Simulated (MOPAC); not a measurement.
A run for MOPAC: AM1 on BGeH5O (SMILES O[BH][GeH3]), a point of a torsion scan.

```
AM1 1SCF PRECISE CHARGE=0 THREADS=1
BGeH5O

O      1.58242898 1     0.76388191 1    -0.17338127 1
B      0.87845421 1    -0.31595499 1     0.13426125 1
Ge    -1.12635156 1    -0.06109164 1    -0.00632695 1
H      2.54104964 1     0.73215119 1    -0.15067475 1
H      1.39953129 1    -1.33154495 1     0.43794804 1
H     -1.66850406 1    -0.15149563 1    -1.39943280 1
H     -1.62610586 1     1.27657622 1     0.43608221 1
H     -1.99900798 1    -1.02425956 1     0.73855046 1
```

Output:

```
*******************************************************************************
 **                                                                           **
 **                              MOPAC v23.2.5                                **
 **                                                                           **
 *******************************************************************************
 ** MOPAC's Digital Object Identifier: https://doi.org/10.5281/zenodo.6511958 **
 **                                                                           **
 ** Please cite the open-source release paper for use of this MOPAC version:  **
 ** J. E. Moussa and J. J. P. Stewart (2026)                                  **
 ** MOPAC: An open-source semiempirical molecular orbital program             **
 ** J. Open Source Softw., 11(119), 8025, https://doi.org/10.21105/joss.08025 **
 *******************************************************************************

                              AM1 CALCULATION RESULTS

 *******************************************************************************
 *  AM1        - The AM1 Hamiltonian to be used
 *
 *
 *
 *                 CHARGE ON SYSTEM = 0
 *
 *
 *
 *  PRECISE    - TIGHTER CRITERIA TO BE USED
 *  1SCF       - DO 1 SCF AND THEN STOP
 *  THREADS=1  - MULTI-THREADING NOT USED
 *  T=         - A TIME OF 172800.0 SECONDS REQUESTED
 *  DUMP=N     - RESTART FILE WRITTEN EVERY 7200.0 SECONDS REQUESTED
 *******************************************************************************
AM1 1SCF PRECISE CHARGE=0 THREADS=1
 BGeH5O

   ATOM   CHEMICAL          X               Y               Z
  NUMBER   SYMBOL      (ANGSTROMS)     (ANGSTROMS)     (ANGSTROMS)

     1       O          1.58242898  *   0.76388191  *  -0.17338127  *
     2       B          0.87845421  *  -0.31595499  *   0.13426125  *
     3      Ge         -1.12635156  *  -0.06109164  *  -0.00632695  *
     4       H          2.54104964  *   0.73215119  *  -0.15067475  *
     5       H          1.39953129  *  -1.33154495  *   0.43794804  *
     6       H         -1.66850406  *  -0.15149563  *  -1.39943280  *
     7       H         -1.62610586  *   1.27657622  *   0.43608221  *
     8       H         -1.99900798  *  -1.02425956  *   0.73855046  *



          CARTESIAN COORDINATES

    NO.       ATOM           X           Y           Z

     1         O          1.5824      0.7639     -0.1734
     2         B          0.8785     -0.3160      0.1343
     3        Ge         -1.1264     -0.0611     -0.0063
     4         H          2.5410      0.7322     -0.1507
     5         H          1.3995     -1.3315      0.4379
     6         H         -1.6685     -0.1515     -1.3994
     7         H         -1.6261      1.2766      0.4361
     8         H         -1.9990     -1.0243      0.7386

  H: (AM1): M.J.S. DEWAR ET AL, J. AM. CHEM. SOC. 107 3902-3909 (1985)
  B: (AM1): M.J.S. DEWAR ET AL, ORGANOMETALLICS, 7, 513-521 (1988)
  O: (AM1): M.J.S. DEWAR ET AL, J. AM. CHEM. SOC. 107 3902-3909 (1985)
 Ge: (AM1): M.J.S.Dewar and C.Jie, Organometallics, 8, 1544, (1989)

           Empirical Formula: H5 O B Ge  =     8 atoms



      MOLECULAR POINT GROUP   :   C1


      RHF CALCULATION, NO. OF DOUBLY OCCUPIED LEVELS = 9


 -------------------------------------------------------------------------------
 AM1 1SCF PRECISE CHARGE=0 THREADS=1
 BGeH5O



     1SCF WAS SPECIFIED, SO BFGS WAS NOT USED
     SCF FIELD WAS ACHIEVED


                              AM1 CALCULATION
                                                       MOPAC v23.2.5 Linux




          FINAL HEAT OF FORMATION =        -41.88580 KCAL/MOL =    -175.25018 KJ/MOL


          COSMO AREA              =        108.29 SQUARE ANGSTROMS
          COSMO VOLUME            =         94.85 CUBIC ANGSTROMS

          IONIZATION POTENTIAL    =          9.953015 EV
          HOMO LUMO ENERGIES (EV) =         -9.953  0.519
          NO. OF FILLED LEVELS    =          9
          MOLECULAR WEIGHT        =        104.4389         POINT GROUP:  C1

          MOLECULAR DIMENSIONS (Angstroms)

            Atom       Atom       Distance
            H     8    H     4     4.94852
            H     5    H     7     3.54046
            H     6    H     5     2.02290


          SCF CALCULATIONS        =          1





   ATOM   CHEMICAL          X               Y               Z
  NUMBER   SYMBOL      (ANGSTROMS)     (ANGSTROMS)     (ANGSTROMS)

     1       O          1.58242898  *   0.76388191  *  -0.17338127  *
     2       B          0.87845421  *  -0.31595499  *   0.13426125  *
     3      Ge         -1.12635156  *  -0.06109164  *  -0.00632695  *
     4       H          2.54104964  *   0.73215119  *  -0.15067475  *
     5       H          1.39953129  *  -1.33154495  *   0.43794804  *
     6       H         -1.66850406  *  -0.15149563  *  -1.39943280  *
     7       H         -1.62610586  *   1.27657622  *   0.43608221  *
     8       H         -1.99900798  *  -1.02425956  *   0.73855046  *

                             CARTESIAN COORDINATES

   1    O        1.582428980     0.763881910    -0.173381270
   2    B        0.878454210    -0.315954990     0.134261250
   3   Ge       -1.126351560    -0.061091640    -0.006326950
   4    H        2.541049640     0.732151190    -0.150674750
   5    H        1.399531290    -1.331544950     0.437948040
   6    H       -1.668504060    -0.151495630    -1.399432800
   7    H       -1.626105860     1.276576220     0.436082210
   8    H       -1.999007980    -1.024259560     0.738550460


           Empirical Formula: H5 O B Ge  =     8 atoms



      MOLECULAR POINT GROUP   :   C1


                  EIGENVALUES
 -38.21161 -22.35352 -17.76759 -15.46746 -14.10417 -13.38853 -11.27962 -11.26925
  -9.95301   0.51880   1.00305   1.13259   2.41359   3.14838   3.97651   4.75352
   7.45211


              NET ATOMIC CHARGES AND DIPOLE CONTRIBUTIONS

  ATOM NO.   TYPE          CHARGE      No. of ELECS.   s-Pop       p-Pop
    1          O          -0.313913        6.3139     1.82348     4.49043
    2          B           0.194314        2.8057     1.25481     1.55088
    3         Ge          -0.067853        4.0679     0.92232     3.14554
    4          H           0.223153        0.7768     0.77685
    5          H          -0.062129        1.0621     1.06213
    6          H           0.009694        0.9903     0.99031
    7          H           0.011860        0.9881     0.98814
    8          H           0.004874        0.9951     0.99513
 DIPOLE           X         Y         Z       TOTAL
 POINT-CHG.     0.890    -0.203     0.074     0.916
 HYBRID         0.512    -0.093     0.011     0.521
 SUM            1.402    -0.296     0.084     1.435


          ATOMIC ORBITAL ELECTRON POPULATIONS

     Atom    s        px        py        pz
    1  O   1.82348   1.23209   1.51614   1.74220
    2  B   1.25481   0.65214   0.62278   0.27596
    3 Ge   0.92232   1.05133   1.04542   1.04879
    4  H   0.77685
    5  H   1.06213
    6  H   0.99031
    7  H   0.98814
    8  H   0.99513

 **********************
 *                    *
 * JOB ENDED NORMALLY *
 *                    *
 **********************




 == MOPAC DONE ==
```

The run finished.

Cost: roughly 0.010 core-seconds.
